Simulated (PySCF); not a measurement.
Species: C4H9NSSi (charge -1 and doublet state).
Z-matrix (Å and degrees, GFN2-xTB geometry), rows numbered from 1:
```
C 
S   1  1.8109
Si  2  2.2096  1   96.57
N   3  1.7631  2  105.28  1   -46.48
C   3  1.8507  2  111.48  1  -175.19
C   5  1.5243  3  119.39  2   134.31
C   6  1.3833  5   63.06  3    99.83
H   1  1.0875  2  109.43  3   -56.16
H   1  1.0863  2  109.48  3    63.96
H   1  1.0869  2  107.87  3  -176.01
H   3  1.4886  2   98.38  1    54.16
H   4  1.0121  3  113.48  2   -53.75
H   4  1.0105  3  111.64  2  -174.62
H   5  1.0928  3  118.32  2   -21.30
H   6  1.0949  5  126.98  7  -122.85
H   7  1.0948  5  125.79  6   123.04
```

The hyperfine couplings belong to this conformer and change with its torsions.

Identity: `CS[Si@H](N)C1[CH][CH-]1` [radical] (charge -1).

Theory: UKS B3LYP, pcH-1 on C H N S Si, non-relativistic, mean-field spin-orbit, GIAO in PySCF 2.14.0. Whether the extra electron is bound in the gas phase wasn't checked; a finite basis holds it in any case. A GFN2-xTB geometry isn't a minimum of the functional, and hyperfine couplings can be far from their values at a DFT geometry, by a factor of two or more for some ions and for spin on atoms past the first row.

Q: How many α and β electrons are there, and what is ⟨S²⟩ of the pure spin state?

A: Nα = 36, Nβ = 35 (71 in all), and S(S+1) = 0.75 for S = 1/2.

Mulliken spin populations, one withheld:

```json
{"atom": "C1", "bound to": "S2, H8, H9, H10", "population": "-0.0009"}
{"atom": "S2", "bound to": "C1, Si3", "population": "+0.0017"}
{"atom": "Si3", "bound to": "S2, N4, C5, H11", "population": "?"}
{"atom": "N4", "bound to": "Si3, H12, H13", "population": "-0.0007"}
{"atom": "C5", "bound to": "Si3, C6, C7, H14", "population": "-0.0105"}
{"atom": "C6", "bound to": "C5, C7, H15", "population": "+0.4251"}
{"atom": "C7", "bound to": "C6, C5, H16", "population": "+0.4341"}
{"atom": "H8", "bound to": "C1", "population": "+0.0027"}
{"atom": "H9", "bound to": "C1", "population": "+0.0007"}
{"atom": "H10", "bound to": "C1", "population": "+0.0002"}
{"atom": "H11", "bound to": "Si3", "population": "+0.0121"}
{"atom": "H12", "bound to": "N4", "population": "+0.0010"}
{"atom": "H13", "bound to": "N4", "population": "+0.0042"}
{"atom": "H14", "bound to": "C5", "population": "-0.0049"}
{"atom": "H15", "bound to": "C6", "population": "+0.0307"}
{"atom": "H16", "bound to": "C7", "population": "+0.0301"}
```

Q: Complete the table.

A: The populations add up to Nα − Nβ = 1, and the others sum to 0.9256, so Si3 holds +0.074.

Q: How is the spin shared among the elements?

A: Carbon +0.85, hydrogen +0.08, silicon +0.07, sulfur 0.00, nitrogen 0.00. The positive populations sum to 1.02, the negative ones to -0.02.

Q: With ⟨S²⟩ = 0.7550, find the sum of squared α–β overlaps and estimate the admixture of higher spin.

A: For a single determinant ⟨S²⟩ = S(S+1) + Nβ − Σ|⟨iα|jβ⟩|², so the squared overlaps of occupied orbitals sum to 35 − 0.0050 = 34.9950. If the quartet state (S + 1) were the only admixture, its weight would be 0.0050/(2S + 2) = 0.17 %. For Kohn–Sham this describes the determinant of the orbitals, not the true wave function.

Q: What Fermi-contact NMR shifts do the couplings of C1, Si3, N4, C5, H11, H12/H13, H14 imply at 298 K (Curie law, g = gₑ)?

A: δ = a_FC·h·gₑ μB S(S+1)/(3 g_N μN kT), with k/h = 20836.6 MHz/K:

```csv
nuclei,isotope,a_FC (MHz),g_N,contact shift (ppm)
C1,13C,3.08,1.4048,+324
Si3,29Si,20.95,-1.1106,-2792
N4,14N,4.09,0.4038,+1498
C5,13C,-8.02,1.4048,-845
H11,1H,20.89,5.5857,+554
H12/H13,1H,0.57,5.5857,+15
H14,1H,-12.70,5.5857,-336
```

All at the stated temperature. Entries for several nuclei are means.

Nuclei that the bonding pattern makes equivalent are averaged, as if the motion that swaps them (rotation, inversion, ring flip) were fast.

Examples of negative spin density at the nucleus (bohr⁻³): Si3 (-0.0236), C5 (-0.0071) and H14 (-0.0028).

C6, the radical centre as drawn in `CS[Si@H](N)C1[CH][CH-]1`, holds a spin population of +0.43 out of 1.
